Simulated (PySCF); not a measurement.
Compound: C6H7ClO2S2.
Atom-mapped SMILES: `[CH3:1][c:2]1[cH:3][c:4]([CH3:5])[c:6]([S:7](=[O:8])(=[O:9])[Cl:10])[s:11]1`

Cartesian coordinates in Å at the GFN2-xTB level; atoms count from 1:
```xyz
18
C6H7ClO2S2 angstrom
C      3.030   -0.377   -0.924
C      1.598   -0.226   -0.564
C      1.051    0.620    0.356
C     -0.357    0.520    0.461
C     -1.216    1.284    1.403
C     -0.833   -0.409   -0.418
S     -2.478   -0.939   -0.625
O     -3.397    0.150   -0.540
O     -2.559   -1.845   -1.721
Cl    -2.756   -2.039    1.070
S      0.380   -1.188   -1.347
H      3.184   -0.155   -1.979
H      3.638    0.299   -0.329
H      3.363   -1.399   -0.750
H      1.634    1.301    0.951
H     -0.801    2.275    1.576
H     -1.266    0.762    2.359
H     -2.224    1.372    1.008
```

NICS is the negative of the GIAO shielding at a point without a nucleus: at the ring centre (0) and 1 Å above and below it (1); zz is the component along the ring normal. Level: GIAO PBE0/pcSseg-1 (PySCF, non-relativistic, gas phase) on the GFN2-xTB geometry, one conformer.

Ring bond lengths (Å), with Mayer bond orders in brackets: C2–C3 1.364 (1.53), C3–C4 1.416 (1.29), C4–C6 1.364 (1.44), C6–S11 1.716 (1.11), S11–C2 1.738 (1.16).

**Question.** Give the NICS values of each ring in ppm.

**Answer.** 
```tsv
ring	type	NICS(0)	NICS(1), two faces	NICS(1)zz, two faces	rms pucker (Å)	centre to ring atoms, mean (Å)
C2–C3–C4–C6–S11	5-membered ring with S; formal bonds all aromatic	-11.6	-10.2 / -10.1	-21.1 / -20.4	0.01	1.29
```

**Question.** What do they say, and how far can they be read as aromaticity?

**Answer.** 
- C2–C3–C4–C6–S11: mean NICS(1)zz -20.8 ppm, shielded. The ring is flat and has no four-coordinate atom; by the NICS criterion it is aromatic.

**Question.** How equal are the bonds by HOMA? HOMA takes Krygowski's 1993 parameters.

**Answer.** 
- C2–C3–C4–C6–S11: HOMA 0.80; the largest term is that of S11–C2, α(R − Ropt)² = 0.35. The geometric and the magnetic index point the same way.

Cost: about 3 min of CPU time on one thread (grids of density and orbitals included); the machine was shared, so the figure is rough. This is the whole shielding run at PBE0/pcSseg-1, SCF included.
